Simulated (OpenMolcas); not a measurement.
A run on Cr3+ among 6 point charges of -2 e arranged as a trigonal prism (D3h), 1.72 Å from the ion, with a polar angle of 43.2° against the regular 49.1°.

| Item | Value |
| --- | --- |
| Program | OpenMolcas 26.06 |
| Method | SS-CASPT2, IPEA 0.25 Eh, imaginary shift 0.1 Eh (closed shells correlated: 3s 3p) |
| Basis | ANO-RCC-VDZP [5s4p2d1f] |
| Scalar Hamiltonian | DKH2, point nucleus |
| Active space | 3 electrons in 5 orbitals (3d) |
| State averaging | 2S+1 = 4 even, 10 roots; 2S+1 = 2 even, 40 roots |
| Spin-orbit coupling | RASSI with atomic mean-field integrals over the reference wave functions |

First CASPT2 step and the start of its output:

```
&CASPT2
Multistate=10 1 2 3 4 5 6 7 8 9 10
NoMult
Frozen=5
IPEA=0.25
Imaginary=0.1
MaxIter=60
WThr=0.0 0.3 0.05
PrWF=0.5
NoMix
```

```
--- CASPT2 ---
Orbital specifications:
      -----------------------

      Symmetry species                           1
                                                 a
      Frozen orbitals                            5
      Inactive orbitals                          4
      Active orbitals                            5
      Secondary orbitals                        20
      Deleted orbitals                           0
      Number of basis functions                 34
Type of calculation                        SS-CASPT2
      Fock operator                              state-specific
      IPEA shift                                 0.25
      Real shift                                 0.00
      Imaginary shift                            0.10
      The input orbitals will be transformed to quasi-canonical
Reference energy:       -1058.9380843555
      E2 (Non-variational):      -0.2898569224
      Shift correction:          -0.0014815790
      E2 (Variational):          -0.2913385014
      Total energy:           -1059.2294228569
      Residual norm:              0.0000002113
      Reference weight:           0.91551
      Contributions to the CASPT2 correlation energy
      Active & Virtual Only:         -0.0374977524
      One Inactive Excited:          -0.1148740953
      Two Inactive Excited:          -0.1374850747
Reference energy:       -1058.9060768704
      E2 (Non-variational):      -0.2700152898
      Shift correction:          -0.0009559727
      E2 (Variational):          -0.2709712625
      Total energy:           -1059.1770481329
      Residual norm:              0.0000004158
      Reference weight:           0.93917
      Contributions to the CASPT2 correlation energy
      Active & Virtual Only:         -0.0237309218
...
```

Over all roots the printed reference weights run from 0.17 to 0.96, and roots that are degenerate in the reference spread by up to 32000 cm-1.

Q: Did the run give usable levels, and if not, why?

A: No. The equations converged, but the reference weight falls to 0.17 for at least one root against 0.96 for the best. A drop of that size marks an intruder state, so the energies of such roots and the levels built on them can't be trusted.
